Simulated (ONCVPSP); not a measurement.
**Plane-wave convergence, ONCV potential for potassium (K)**

K (Z = 19), optimised norm-conserving Vanderbilt (ONCV), made with ONCVPSP 4.0.1 (PBE, fully relativistic). Core [Ne], reference 3s2 3p6 4s1. Waves: 3s+4s: rc 2.40 bohr, ncon 3, nbas 7, qcut 4.3 1/bohr, 2 projectors; 3p: rc 1.90 bohr, ncon 4, nbas 8, qcut 8.3 1/bohr, 3 projectors, debl 3.7 Ha; d scattering state at 0.19 Ha: rc 2.05 bohr, ncon 4, nbas 8, qcut 4.7 1/bohr, 1 projector. Local part: polynomial inside 1.60 bohr (lpopt 5, dvloc0 0 Ha). Core correction: Teter function, fcfact 6, rcfact 1.75.

Open shells are filled in proportion to 2j + 1.

Task: For each optimised wave give the share of its norm inside rc, the residual kinetic energy above qcut (Ha) and the cutoffs (Ha) for errors of 10, 1, 0.1 and 0.01 mHa per electron.

Result:

```
               wave  norm inside rc  residual KE  10 mHa  1 mHa  0.1 mHa  0.01 mHa
                 3s           0.974      3.2e-07     3.5    4.9      6.1       7.0
                 4s           0.050      2.2e-06     2.1    3.4      4.6       5.7
           3p j=3/2           0.808      3.4e-09     8.9   12.3     15.3      17.8
p projector 2 j=3/2           0.213      1.4e-07     9.9   14.1     25.1      29.4
p projector 3 j=3/2           0.097      5.8e-06    12.4   14.2     28.9      33.8
           3p j=1/2           0.812      3.3e-09     9.1   12.6     15.6      18.1
p projector 2 j=1/2           0.215      1.4e-07    10.0   14.4     25.0      29.4
p projector 3 j=1/2           0.097      5.8e-06    12.4   14.3     28.8      33.8
d projector 1 j=5/2           0.238      4.0e-03     9.5   26.4     54.2      67.0
d projector 1 j=3/2           0.239      3.0e-03     9.1   19.8     52.9      63.4
```

The occupied waves need 13 Ha and 16 Ha for 1 and 0.1 mHa.
